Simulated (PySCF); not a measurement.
## Removal energies of S⁶⁺ from EOM-IP-GCCSD

Reference: closed-shell S⁶⁺, [Ne]; one electron is removed. Calculated with PySCF 2.14, two-component X2C-1e with screened spin-orbit coupling, x2c-TZVPPall-2c with one added diffuse shell each of s, p, d type (6s7p4d1f, 54 functions); frozen nothing; all 98 virtual spinors kept. No Breit or QED terms. Binding energies in eV.

```
level  Koopmans  second order  EOM-CCSD
1s1/2    2617.8        2594.5    2599.4
2s1/2    346.61        342.78    343.19
2p1/2    283.88        281.01    281.46
2p3/2    282.52        279.69    280.14
```

One-hole weights below 0.9, a sign of mixing with satellites: 1s1/2 (0.64).

For comparison, the ionisation energy of S⁶⁺ is 280.95 eV (measured; NIST Atomic Spectra Database, ionization energies).

The screened spin-orbit operator tends to give fine-structure splittings of light species too large.

Gaps of this size point to the basis (6s7p4d1f), which has few functions of high l to correlate and polarise the inner shells.

Where second order misses EOM-CCSD by more than 1 eV, it overshoots the relaxation and correlation of that hole or particle, which higher orders damp.
